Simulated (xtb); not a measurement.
C₆H₁₈NSi (SMILES CC(C)[NH+]([SiH3])C(C)C), charge +1, singlet, geometry from GFN2-xTB; GFN1-xTB with ALPB(benzene) in xtb 6.7.1.

The xtb input:
```
$ xtb mol.xyz --gfn 1 --chrg 1 --alpb benzene --json

# file mol.xyz
26

C     -2.44158447    -0.47259998    -0.84144908
C     -1.38377505     0.42128854    -0.20783463
C     -1.73863077     0.73716648     1.23735969
N     -0.03310401    -0.22980527    -0.36168150
Si     0.45371572    -1.41503465     1.02917220
C      1.01927492     0.72867460    -0.84438929
C      2.24028155    -0.02599562    -1.35083361
C      1.41401906     1.74508257     0.21320984
H     -2.51594642    -1.42669558    -0.32556153
H     -2.22926365    -0.65454190    -1.89371515
H     -3.41231782     0.01209833    -0.78351925
H     -1.34826911     1.36166465    -0.76867485
H     -0.96095528     1.30642068     1.73599187
H     -1.94130553    -0.16588165     1.80803622
H     -2.64395264     1.33976029     1.24706630
H     -0.15384152    -0.86414291    -1.15599135
H      0.78441183    -0.58117691     2.16992428
H      1.55508762    -2.16694785     0.44665064
H     -0.74176644    -2.23455858     1.16638405
H      0.57543820     1.26319539    -1.69410042
H      2.83759342    -0.41669568    -0.53146549
H      2.86826675     0.65667093    -1.91753761
H      1.96260827    -0.84267222    -2.01428777
H      2.15213112     2.41998132    -0.21254861
H      0.56953383     2.34730385     0.53387949
H      1.86474402     1.26364066     1.07645148
```

Problem. Write the output that xtb gives for this input, abridged.

Solution. 
```
   ID    Z sym.   atoms
    1    6 C      1-3, 6-8
    2    7 N      4
    3   14 Si     5
    4    1 H      9-26

           -------------------------------------------------
          |                Calculation Setup                |
           -------------------------------------------------

           -------------------------------------------------
          |                 G F N 1 - x T B                 |
           -------------------------------------------------

      * Solvation model:               ALPB
        Solvent                        benzene
        Parameter file                 internal GFN1-xTB/ALPB
        Dielectric constant                7.0000E+00
        Reference state                gsolv [1 M gas/solution]
        Free energy shift                  5.0562E-03 Eh       3.1728E+00 kcal/mol
        Temperature                        2.9815E+02 K
        Density                            8.6700E-01 kg/L
        Solvent mass                       7.8110E+01 g/mol
        Interaction kernel             P16
        Born radius scaling (c1)           1.7593E+00
        Born radii integrator          GBOBC
        Born offset                        0.0000E+00 a0       0.0000E+00 AA
        H-bond correction              false
        Ion screening                  false
        Surface tension                    1.0000E-05 Eh       1.5569E+01 dyn/cm
        Grid points                               230 per atom

          ...................................................
          :                      SETUP                      :
          :.................................................:
          :  # basis functions                  74          :
          :  # atomic orbitals                  73          :
          :  # shells                           53          :
          :  # electrons                        50          :
          :  # halogen bonds                     0          :
          :  max. iterations                   250          :
          :  Hamiltonian                  GFN1-xTB          :
          :  restarted?                      false          :
          :  GBSA solvation                   true          :
          :  PC potential                    false          :
          :  electronic temp.          300.0000000     K    :
          :  accuracy                    1.0000000          :
          :  -> integral cutoff          0.2500000E+02      :
          :  -> integral neglect         0.1000000E-07      :
          :  -> SCF convergence          0.1000000E-05 Eh   :
          :  -> wf. convergence          0.2000000E-04 e    :
          :  Broyden damping             0.4000000          :
          :  net charge                          1          :
          :  unpaired electrons                  0          :
          ...................................................

 iter      E             dE          RMSdq      gap      omega  full diag
   1    -27.3747095 -0.273747E+02  0.720E+00    6.26       0.0  T
   2    -27.4689010 -0.941915E-01  0.435E+00    6.64       1.0  T
   3    -27.4673191  0.158190E-02  0.693E-01    6.10       1.0  T
   4    -27.4719563 -0.463717E-02  0.145E-01    6.50       1.0  T
   5    -27.4723084 -0.352119E-03  0.396E-02    6.43       1.0  T
   6    -27.4723203 -0.119429E-04  0.523E-03    6.44       3.7  T
   7    -27.4723207 -0.330584E-06  0.128E-03    6.44      15.4  T
   8    -27.4723207 -0.517219E-07  0.160E-04    6.44     122.9  T
   9    -27.4723207 -0.222045E-09  0.532E-05    6.44     368.3  T

   *** convergence criteria satisfied after 9 iterations ***

         :::::::::::::::::::::::::::::::::::::::::::::::::::::
         ::                     SUMMARY                     ::
         :::::::::::::::::::::::::::::::::::::::::::::::::::::
         :: total energy             -27.134846384769 Eh    ::
         :: total w/o Gsasa/hb       -27.126265433302 Eh    ::
[...]
     1C    -0.10498 -0.25198   1.019  3.086  0.000
     2C     0.11469  0.09242   1.050  2.835  0.000
     3C    -0.09428 -0.23999   1.016  3.079  0.000
     4N    -0.28117 -0.65552   1.501  3.780  0.000
     5Si    0.43967  0.17718   1.327  1.651  0.583
     6C     0.11654  0.09459   1.050  2.834  0.000
     7C    -0.10025 -0.24648   1.017  3.083  0.000
     8C    -0.09816 -0.24489   1.015  3.084  0.000
     9H     0.05484  0.11042   0.945  0.000  0.000
    10H     0.05547  0.10978   0.945  0.000  0.000
    11H     0.06585  0.11890   0.934  0.000  0.000
    12H     0.05582  0.12481   0.944  0.000  0.000
    13H     0.05831  0.11457   0.942  0.000  0.000
    14H     0.05861  0.11565   0.941  0.000  0.000
    15H     0.06733  0.12035   0.933  0.000  0.000
    16H     0.26582  0.46670   0.734  0.000  0.000
    17H    -0.02270  0.06788   1.023  0.000  0.000
    18H    -0.02726  0.06258   1.027  0.000  0.000
    19H    -0.02890  0.06100   1.029  0.000  0.000
    20H     0.05353  0.12179   0.946  0.000  0.000
    21H     0.05678  0.11274   0.943  0.000  0.000
    22H     0.06651  0.11947   0.933  0.000  0.000
    23H     0.05644  0.11158   0.944  0.000  0.000
    24H     0.06339  0.11660   0.937  0.000  0.000
    25H     0.05441  0.10978   0.946  0.000  0.000
    26H     0.05371  0.11007   0.946  0.000  0.000

Wiberg/Mayer (AO) data.
largest (>0.10) Wiberg bond orders for each atom

 ---------------------------------------------------------------------------
     #   Z sym  total        # sym  WBO       # sym  WBO       # sym  WBO
 ---------------------------------------------------------------------------
     1   6 C    3.991 --     2 C    1.012    10 H    0.980    11 H    0.978
                             9 H    0.977
     2   6 C    3.917 --     1 C    1.012     3 C    1.011    12 H    0.970
                             4 N    0.873
     3   6 C    3.993 --     2 C    1.011    15 H    0.974    13 H    0.971
                            14 H    0.958
     4   7 N    3.486 --    16 H    0.884     6 C    0.874     2 C    0.873
                             5 Si   0.780
     5  14 Si   3.843 --    17 H    0.924    19 H    0.924    18 H    0.924
                             4 N    0.780
     6   6 C    3.916 --     8 C    1.014     7 C    1.009    20 H    0.970
                             4 N    0.874
     7   6 C    3.992 --     6 C    1.009    23 H    0.978    22 H    0.976
                            21 H    0.969
     8   6 C    3.992 --     6 C    1.014    25 H    0.979    24 H    0.978
                            26 H    0.970
     9   1 H    0.999 --     1 C    0.977
    10   1 H    0.997 --     1 C    0.980
    11   1 H    0.997 --     1 C    0.978
    12   1 H    1.002 --     2 C    0.970
    13   1 H    1.001 --     3 C    0.971
    14   1 H    0.999 --     3 C    0.958
    15   1 H    0.998 --     3 C    0.974
    16   1 H    0.945 --     4 N    0.884
    17   1 H    0.994 --     5 Si   0.924
    18   1 H    0.993 --     5 Si   0.924
    19   1 H    0.993 --     5 Si   0.924
    20   1 H    1.002 --     6 C    0.970
    21   1 H    1.000 --     7 C    0.969
    22   1 H    0.998 --     7 C    0.976
    23   1 H    0.996 --     7 C    0.978
    24   1 H    0.998 --     8 C    0.978
    25   1 H    0.999 --     8 C    0.979
    26   1 H    1.000 --     8 C    0.970
 ---------------------------------------------------------------------------

Topologies differ in total number of bonds
Writing topology from bond orders to xtbtopo.mol

 dipole moment from electron density (au)
     X       Y       Z
  -0.0692  -0.3271  -0.5873  total (Debye):    1.718

           -------------------------------------------------
          | TOTAL ENERGY              -27.134846384769 Eh   |
          | GRADIENT NORM               0.021851170012 Eh/α |
          | HOMO-LUMO GAP               6.441321418473 eV   |
           -------------------------------------------------

normal termination of xtb
```
